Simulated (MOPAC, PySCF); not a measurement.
H4OSeSi, SMILES `O[SiH2][SeH]` (H–O–Si–Se torsion 47°, O–Si–Se–H torsion -98°), neutral singlet in the gas phase. 

Cartesian coordinates (Å):
SMILES: O[SiH2][SeH]
```xyz
7

O     -1.4757    -0.6379    -0.2885
Si    -0.3051     0.4815    -0.0225
Se     1.7479    -0.1506    -0.7927
H     -1.2769    -1.5500    -0.0703
H     -0.1418     0.7799     1.4222
H     -0.7277     1.6735    -0.7857
H      2.1794    -0.5965     0.5374
```
Charge 0, multiplicity 1.

All levels are single points at this geometry (PBE0-D4/def2-TZVP); Pople sets use spherical d functions. Orbital energies aren't observables, and empty levels follow the basis.

HF/6-31G* in PySCF gives dipole (D) = 1.85.

Problem. Estimate the dipole (D) from each of these levels: PBE0-D4/def2-TZVP in PySCF; B3LYP/3-21G in PySCF; B3LYP/6-31G* in PySCF; B3LYP/LANL2DZ in PySCF; BP86/6-31G* in PySCF; SVWN5/6-31G* in PySCF; HF/STO-3G in PySCF; PM6 in MOPAC.

Solution. 
```csv
level,dipole (D)
PBE0-D4/def2-TZVP in PySCF,1.56
B3LYP/3-21G in PySCF,1.99
B3LYP/6-31G* in PySCF,1.75
B3LYP/LANL2DZ in PySCF,2.13
BP86/6-31G* in PySCF,1.77
SVWN5/6-31G* in PySCF,1.86
HF/STO-3G in PySCF,2.16
PM6 in MOPAC,2.37
```
